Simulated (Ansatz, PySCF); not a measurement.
C2H9NSi3, SMILES [SiH2]1N=C(C[SiH2]1)[SiH3].

Coordinates come from a PBE0-D3(BJ)/def2-SVP optimisation. The structure was generated by enumeration, and PubChem lists no compound with its InChIKey, so it may never have been made. One conformer was computed; it need not be the lowest.

Vertical ionisation energy (IE) and electron affinity (EA) in eV. Rows of orbital energies are one-electron estimates. Where ΔSCF, EOM or ADC give a negative EA the extra electron is unbound and the value depends on the basis.

| level | IE | EA |
|---|---|---|
| −ε(HOMO), −ε(LUMO), HF/def2-TZVP (PySCF) | 9.46 | -2.61 |
| −ε(HOMO), −ε(LUMO), PBE/def2-TZVP (PySCF) | 5.47 | 2.26 |
| ΔSCF, PBE0/def2-SVPD (Ansatz), final states of multiplicity 2 and 2 | 8.34 | -0.34 |
| ΔSCF, PBE/def2-SVPD (Ansatz), final states of multiplicity 2 and 2 | 8.17 | -0.24 |

### Question
What vertical singlet–triplet gap does ΔSCF give with PBE0/def2-SVPD (Ansatz, a first-principles code) and with PBE/def2-SVPD (Ansatz)? (Estimate from the structure and the level; the computed values follow.)

### Answer
3.07 and 3.04 eV (triplet above singlet where positive).
